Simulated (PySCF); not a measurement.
**ZnH2: map over both bonds**

All numbers come from r2SCAN in PySCF with Zn def2-TZVP, H def2-TZVP; no relativity; density-fitted integrals.

Rigid scan from the singlet minimum (Zn–H 1.532 Å (×2); H–Zn–H 180.0°). Coordinate: rows scale the first bond (Zn–H), columns the second (Zn–H). Energies in kJ/mol from the minimum.

Rows run from the largest first scale (top) to the smallest, columns from the smallest second scale to the largest. Lower edges of the bins (kJ/mol): '0' 0.00, '1' 0.30, '2' 0.78, '3' 1.54, '4' 2.74, '5' 4.64, '6' 7.65, '7' 12.43, '8' 20.00, '9' 31.99; top 51.
```
888899
766789
643478
520368
642468
765678
```

Q: Give the energies on the grid of the scan.

A: 
```
scale \ scale  0.94  0.97  1.00  1.04  1.09  1.15
         0.94    13     8     6     8    16    31
         0.97     8     3     1     4    12    27
         1.00     6     1     0     2    10    25
         1.04     8     4     2     5    13    28
         1.09    16    12    10    13    21    36
         1.15    31    27    25    28    36    51
```

Other isomers or separated fragments may lie lower.
